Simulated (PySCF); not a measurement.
Compound: C3H4F3N.
SMILES with atom numbers: `[H]/[N:3]=[C:2](\[CH3:1])[C:4]([F:5])([F:6])[F:7]` (hydrogens: H8, H9, H10 on C1; H11 on N3)

Geometry (GFN2-xTB, Å), atoms numbered from 1 in this order:
```
atom  x, y, z in Å
C1     0.9617   -0.8438    0.1168
C2     0.1763    0.4264    0.0760
N3     0.5405    1.6080    0.2671
C4    -1.2987    0.2171   -0.2531
F5    -1.8836   -0.5924    0.6490
F6    -2.0080    1.3385   -0.2917
F7    -1.4449   -0.3872   -1.4468
H8     0.8974   -1.3441   -0.8491
H9     2.0036   -0.6447    0.3558
H10    0.5360   -1.5129    0.8642
H11    1.5252    1.7377    0.4856
```

Method: TDDFT PBE0/def2-SVPD, vertical, gas phase, core orbitals frozen in the response in PySCF 2.14.0, density-fitted response routines.

Ground-to-excited transition dipoles (e·a0, same axes as the geometry; the sign carries no meaning), for the states with f of 0.002 or more among the lowest 6:

```
state  E (eV)      μx      μy      μz
   S1   5.162  -0.026  -0.012   0.123
   S2   7.539  -0.394   0.159  -0.067
   S4   8.337  -0.150  -0.774  -0.107
   S5   8.565  -0.390  -0.876  -0.167
   S6   8.989   0.056  -0.375  -0.025
```

(1) Work out the oscillator strengths.

(2) Label these states by symmetry in Cs.

(3) Which bond between heavy atoms lies closest to the direction of the S5 transition dipole?

(4) What angle do the transition dipoles of S2 and S6 make?

(5) What peak molar absorption coefficient would the strongest computed level give as a lone Gaussian band 0.3 eV wide at half height?

Results:

(1) f = (2/3) ΔE |μ|² with ΔE in hartree (27.2114 eV).

| state | \|μ\|² (au) | \|μ\| (D) | f |
| --- | --- | --- | --- |
| S1 | 0.016 | 0.32 | 0.002 |
| S2 | 0.185 | 1.09 | 0.034 |
| S4 | 0.633 | 2.02 | 0.129 |
| S5 | 0.948 | 2.47 | 0.199 |
| S6 | 0.145 | 0.97 | 0.032 |

(2) From a totally symmetric ground state, an allowed state transforms like the component of the dipole operator along its μ. Polarised normal to the mirror plane, so A″: S1. Polarised in the mirror plane, so A′: S2, S4, S5 and S6.

(3) C2–N3, at 7° from it; next C4–F5 and C4–F7 at 53°.

(4) |cos θ| = |μa·μb| / (|μa| |μb|) = 0.49, so θ ≈ 61° (taken between 0 and 90°, since the signs are arbitrary).

(5) ε(max) = 2.175×10⁸ f / FWHM, with the width in cm⁻¹. S5: 2.175×10⁸ × 0.1989 / 2420 ≈ 18000 L mol⁻¹ cm⁻¹.

On Arm Neoverse V1, one thread (shared host), this took 26 s wall (with the writing of density and orbital grids) and 0.74 GiB of memory at its peak.
